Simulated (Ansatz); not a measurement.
Cost and result for the atomization energy of `C[SiH](N)[GeH2][NH2]` (15 atoms, 14 bonds).

Z-matrix (Å, degrees):
```
C
Si 1 1.869
H 1 1.094 2 110.7
H 1 1.092 2 111.1 3 120.2
H 1 1.093 2 110.6 3 -119.2
N 2 1.722 1 111.2 3 -61.7
Ge 2 2.390 1 113.7 3 -174.9
H 2 1.498 1 106.9 3 64.2
H 6 1.010 2 117.1 1 -147.6
H 6 1.007 2 121.9 1 68.4
N 7 1.863 2 103.5 1 117.7
H 7 1.553 2 113.8 1 -5.0
H 7 1.541 2 114.6 1 -128.6
H 11 1.012 7 113.3 2 167.6
H 11 1.012 7 112.6 2 -69.8
```

Total charge 0; spin multiplicity 1. Correlated methods include outer-core shells of Ge, which these sets cover unevenly. Scalar relativity is left out up to krypton. The geometry is a stationary point of PBE0-D4/def2-TZVP. It is one conformer, not always the lowest. Program: Ansatz. All runs use 2 threads of an AMD EPYC 7R13 on a shared host and a share of an NVIDIA H100 80 GB. Times are those of one run each, without the atoms' runs, and a repeat can differ threefold. Electronic energies, without spin–orbit coupling; frozen cores. CCSD(T)/CBS adds CCSD(T) − MP2 in def2-TZVPP to the MP2 limit, and its time is that of the two runs behind it. T1 = 0.011. With those shells the extrapolation isn't a true limit. B3LYP takes the VWN-RPA correlation (the form of Gaussian; ORCA's B3LYP/G).

CCSD(T)/CBS is a level of theory with its own doubt, some kJ/mol a heavy atom from the limit and from the frozen cores, so smaller differences don't rank the functionals.

| level | functions | wall time | atomization (kcal/mol) | difference from CCSD(T)/CBS | per bond |
| --- | --- | --- | --- | --- | --- |
| PBE0-D4/def2-TZVPP | 323 | 3.5 s | 1186.5 | -8.8 | -0.6 |
| PBE-D4/def2-TZVPP (with forces) | 323 | 3.6 s | 1202.0 | 6.7 | 0.5 |
| B3LYP-D4/def2-TZVPP (with forces) | 323 | 4.5 s | 1194.4 | -0.9 | -0.1 |
| r2SCAN-D4/def2-TZVPP (with forces) | 323 | 4.8 s | 1188.6 | -6.7 | -0.5 |
| ωB97X-V/def2-TZVPP | 323 | 6.5 s | 1200.2 | 4.9 | 0.4 |
| B2PLYP/def2-TZVPP | 323 | 7 s | 1177.8 | -17.5 | -1.2 |
| MP2/def2-QZVPP | 630 | 8.5 s | 1184.1 | -11.2 | -0.8 |
| ωB97M-V/def2-TZVPP (with forces) | 323 | 9 s | 1194.3 | -1.0 | -0.1 |
| CCSD(T)/def2-TZVPP | 323 | 12 s | 1162.8 | -32.5 | -2.3 |
| CCSD(T)/CBS(def2) | – | 21 s | 1195.3 | 0.0 | 0.0 |

From PBE to PBE0 (25 % exact exchange), in def2-TZVPP and without D4, the atomization energy moves by −14.4 kcal/mol: exact exchange takes away binding that semilocal exchange gives to molecules. In def2-TZVPP, CCSD(T) changes the Hartree–Fock value by +315.8 kcal/mol (the triples alone add +15.2 kcal/mol) and MP2 by +317.9 kcal/mol; breaking electron pairs costs correlation energy, which Hartree–Fock lacks. The D4 term adds +12.8 kcal/mol with B3LYP and +6.8 kcal/mol with PBE0; it sums over pairs of atoms, weighted by their polarisabilities, and B3LYP, whose exchange is more repulsive, gets the larger term.
